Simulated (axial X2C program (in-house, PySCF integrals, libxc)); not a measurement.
# Density and ELF of MgW

All values were computed with an in-house relativistic program for diatomic molecules. Spin-free means the one-electron spin-free X2C Hamiltonian. Basis: W dyall-cv3z [13s14p9d7f4g], Mg dyall-cv3z [9s8p6d3f] (cores contracted in-house); Gaussian nuclei, density fitting, unrestricted open shells. Masses: W 183.951 u, Mg 23.985 u.

PBE0, scalar-relativistic, state M_S = 3, Λ = 0 (beyond evenly filled blocks: 2 × σα, π+α, π-α, δ+α, δ-α); W at z = 0, Mg at z = 2.820 Å.

The maps cover the half plane through the axis: z from -2.4 to 4.8 Å along the bond, ρ from 0.15 to 2.25 Å away from it.

log10 of the density in e/bohr³:

```
 ρ\z  -2.4  -1.8  -1.2  -0.6   0.0   0.6   1.2   1.8   2.4   3.0   3.6   4.2   4.8
0.15  -2.9  -2.2  -1.4  -0.1   1.8  -0.1  -1.3  -1.5  -0.1   0.6  -1.4  -2.0  -2.5
0.45  -3.0  -2.3  -1.5  -0.4   0.4  -0.4  -1.4  -1.6  -0.8  -0.3  -1.6  -2.1  -2.6
0.75  -3.0  -2.4  -1.7  -0.9  -0.4  -0.9  -1.5  -1.7  -1.6  -1.3  -1.9  -2.2  -2.6
1.05  -3.2  -2.5  -1.9  -1.4  -1.1  -1.4  -1.8  -1.9  -1.9  -1.9  -2.1  -2.3  -2.8
1.35  -3.3  -2.7  -2.2  -1.8  -1.6  -1.7  -2.0  -2.1  -2.1  -2.1  -2.3  -2.5  -2.9
1.65  -3.5  -3.0  -2.5  -2.1  -2.0  -2.1  -2.3  -2.4  -2.4  -2.4  -2.5  -2.8  -3.1
1.95  -3.7  -3.2  -2.8  -2.5  -2.4  -2.4  -2.6  -2.6  -2.6  -2.6  -2.8  -3.0  -3.4
2.25  -4.0  -3.5  -3.1  -2.9  -2.7  -2.8  -2.9  -2.9  -2.9  -2.9  -3.0  -3.3  -3.6
```

Electron localisation function (collinear form, no current term, damped to 0 at low density):

```
 ρ\z  -2.4  -1.8  -1.2  -0.6   0.0   0.6   1.2   1.8   2.4   3.0   3.6   4.2   4.8
0.15  0.28  0.40  0.37  0.58  0.26  0.57  0.38  0.24  0.82  0.77  0.09  0.94  1.00
0.45  0.26  0.40  0.36  0.59  0.34  0.57  0.40  0.40  0.44  0.79  0.07  0.97  0.99
0.75  0.23  0.38  0.37  0.46  0.60  0.43  0.45  0.61  0.05  0.11  0.19  0.99  0.99
1.05  0.18  0.35  0.39  0.39  0.45  0.37  0.49  0.68  0.19  0.11  0.75  0.99  0.98
1.35  0.12  0.29  0.38  0.40  0.41  0.39  0.48  0.63  0.64  0.69  0.97  0.99  0.94
1.65  0.06  0.22  0.34  0.40  0.41  0.40  0.42  0.50  0.71  0.90  0.98  0.97  0.79
1.95  0.02  0.14  0.26  0.34  0.36  0.34  0.30  0.33  0.58  0.85  0.94  0.88  0.43
2.25  0.01  0.06  0.16  0.24  0.26  0.23  0.18  0.17  0.34  0.64  0.75  0.54  0.11
```

Axial spin density in 10⁻³ e/bohr³:

```
 ρ\z  -2.4  -1.8  -1.2   -0.6    0.0    0.6   1.2  1.8   2.4   3.0  3.6  4.2  4.8
0.15   1.1   5.5  28.2  116.9  106.1  114.4  25.9  1.5  -0.3  28.6  5.0  5.8  2.3
0.45   1.0   4.9  23.2   99.8   60.5   99.0  21.6  1.4  -0.2   0.0  5.6  5.2  2.0
0.75   0.8   3.8  16.3   61.1  106.4   61.5  15.2  1.3  -0.3   2.0  5.4  4.1  1.6
1.05   0.6   2.6  10.1   31.2   51.2   31.4   9.4  1.1   0.1   2.4  4.1  2.9  1.2
1.35   0.4   1.6   5.7   14.7   21.7   14.7   5.2  0.8   0.3   1.8  2.7  1.9  0.8
1.65   0.3   1.0   3.0    6.7    9.1    6.6   2.7  0.6   0.3   1.1  1.6  1.1  0.5
1.95   0.2   0.5   1.5    3.0    3.9    2.9   1.3  0.3   0.2   0.6  0.8  0.6  0.3
2.25   0.1   0.3   0.7    1.3    1.6    1.2   0.6  0.2   0.2   0.3  0.4  0.3  0.2
```

Occupations by symmetry block were frozen at the best pattern of an incomplete PBE0 search. PBE0 can misorder states that lie within some tenths of an eV, so this need not be the ground state of the molecule. The nearest other spin-free determinant of the search, M_S = 2, Λ = 0, lies 0.51 eV up at the distance of the search.
